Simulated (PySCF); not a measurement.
Atom-mapped SMILES (the numbers label the heavy atoms): `[NH3+:1][BH2-:2][C:3]([F:4])([F:5])[F:6]` (H(Xn): hydrogen on atom n).

Geometry: PBE0-D3(BJ)/def2-SVP; GIAO absolute shieldings from PySCF, gas phase, non-relativistic, averaged over equivalent atoms.

At PBE0/def2-SVP (109 basis functions, 8.5 s wall time on 1 thread of an Arm Neoverse V1, shared host):
```tsv
atoms	σ (ppm)
N1	239.2
B2	131.2
C3	58.6
F4/F5/F6	284.6
H(N1)	28.65
H(B2)	29.45
```

What do these become at wB97X-D/pcSseg-2?

Answers


| atoms | σ at wB97X-D/pcSseg-2 | change |
| --- | --- | --- |
| N1 | 229.1 | -10.1 |
| B2 | 121.8 | -9.4 |
| C3 | 37.8 | -20.8 |
| F4/F5/F6 | 261.3 | -23.3 |
| H(N1) | 28.44 | -0.21 |
| H(B2) | 29.26 | -0.19 |

The largest change is at F4/F5/F6 (fluorine of a CF3 group). Cost: 286 basis functions, 47 s wall time on 1 thread of an Arm Neoverse V1, shared host.

A carbon bonded to boron is broadened by the quadrupolar boron nucleus and is often missing from a measured spectrum.
